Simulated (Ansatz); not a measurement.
CaF2⁻. Charge -1, multiplicity 4. Geometry PBE0-D4/def2-TZVPD; atoms count from 1.

```xyz
3

Ca    0.6208    0.8469    0.7837
F    -1.0325   -0.4985    0.2613
F     0.4117   -0.3483   -1.0450
```

The highest occupied level of the charge -1 quartet lies above zero (up to 1.17 eV). The electron is either unbound and held by the finite basis, or the level is raised by self-interaction error. In the quartet, F2 and F3 lie 1.95 Å apart (atoms count from 1), so these atoms are partly bonded to each other. At PBE0-D4/def2-TZVPD a doublet of charge -1 lies 5.64 eV below the quartet, each at its own geometry. The structure comes from a short search, and lower isomers may exist.

Estimate the Mulliken populations from the PBE0/def2-TZVPD orbitals of Ansatz.


```tsv
atom	charge (e)	spin (α − β)
Ca1	-0.21	2.08
F2	-0.39	0.46
F3	-0.39	0.46
```
Mulliken values depend strongly on the basis. With diffuse functions, as here, like atoms can get unlike values, and bond orders can come out too low or too high.

Where does the spin sit?

Summed by element: Ca 2.08, F 0.92, of 3 unpaired in all. Largest on single atoms: Ca1 2.08, F2 0.46, F3 0.46.

And the Mayer bond orders between heavy atoms (over 0.3)?

F2–F3 0.41 (1.95 Å).
